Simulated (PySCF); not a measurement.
F$_{2}$Mg, charge -1, doublet, at a GFN2-xTB geometry (such geometries of metal compounds can be far from the true shape) (a state made from the parent by changing its charge; the spin is typed, not shown lowest) (in this run its highest filled SCF level lies above zero, so its values depend strongly on the basis, on diffuse functions most of all); DF-HF/cc-pVDZ (PySCF).

Here is a job for PySCF.
```python
from pyscf import gto, scf

mol = gto.M(
    atom='''
Mg    0.00000000    0.00000000    0.00000000
F     0.00000000    0.00000000    1.79816197
F    -0.00000000   -0.00000000   -1.79816197
''',
    basis='cc-pvdz',
    charge=-1,
    spin=1,
    verbose=4,
)

mf = scf.UHF(mol)
mf = mf.density_fit(auxbasis='def2-universal-jkfit')
mf.kernel()
```

Output, abridged:

```
PySCF version 2.14.0

[INPUT] verbose = 4
[INPUT] num. atoms = 3
[INPUT] num. electrons = 31
[INPUT] charge = -1
[INPUT] spin (= nelec alpha-beta = 2S) = 1
[INPUT] symmetry False subgroup None
[INPUT] Mole.unit = angstrom
[INPUT] Symbol           X                Y                Z      unit          X                Y                Z       unit  Magmom
[INPUT]  1 Mg     0.000000000000   0.000000000000   0.000000000000 AA    0.000000000000   0.000000000000   0.000000000000 Bohr   0.0
[INPUT]  2 F      0.000000000000   0.000000000000   1.798161970000 AA    0.000000000000   0.000000000000   3.398033650908 Bohr   0.0
[INPUT]  3 F      0.000000000000   0.000000000000  -1.798161970000 AA    0.000000000000   0.000000000000  -3.398033650908 Bohr   0.0

nuclear repulsion = 75.4848322150757
number of shells = 15
number of NR pGTOs = 93
number of NR cGTOs = 46
basis = cc-pvdz
ecp = {}

******** <class 'pyscf.df.df_jk.DFUHF'> ********
method = DFUHF
initial guess = minao
damping factor = 0
level_shift factor = 0
DIIS = <class 'pyscf.scf.diis.CDIIS'>
diis_start_cycle = 1
diis_space = 8
diis_damp = 0
SCF conv_tol = 1e-09
SCF conv_tol_grad = None
SCF max_cycles = 50
direct_scf = False
number electrons alpha = 16  beta = 15
Set gradient conv threshold to 3.16228e-05
******** <class 'pyscf.df.df.DF'> ********
auxbasis = def2-universal-jkfit
init E= -398.175049888498

cycle= 1 E= -398.475127945203  delta_E= -0.3  |g|= 0.592  |ddm|= 0.947
cycle= 2 E= -398.550570557855  delta_E= -0.0754  |g|= 0.42  |ddm|= 0.789
cycle= 3 E= -398.604199201863  delta_E= -0.0536  |g|= 0.0183  |ddm|= 0.226
cycle= 4 E= -398.604985528754  delta_E= -0.000786  |g|= 0.00595  |ddm|= 0.183
cycle= 5 E= -398.60507400577  delta_E= -8.85e-05  |g|= 0.00226  |ddm|= 0.07
cycle= 6 E= -398.605083524281  delta_E= -9.52e-06  |g|= 0.000681  |ddm|= 0.0245
cycle= 7 E= -398.605084150584  delta_E= -6.26e-07  |g|= 0.000201  |ddm|= 0.00158
cycle= 8 E= -398.605084229278  delta_E= -7.87e-08  |g|= 4.97e-05  |ddm|= 0.00129
cycle= 9 E= -398.605084234342  delta_E= -5.06e-09  |g|= 9.77e-06  |ddm|= 0.000289
cycle= 10 E= -398.605084234477  delta_E= -1.34e-10  |g|= 1.51e-06  |ddm|= 4.62e-05
Extra cycle  E= -398.605084234479  delta_E= -2.73e-12  |g|= 6.83e-07  |ddm|= 2.72e-06
converged SCF energy = -398.605084234479  <S^2> = 0.75263556  2S+1 = 2.0026338
```
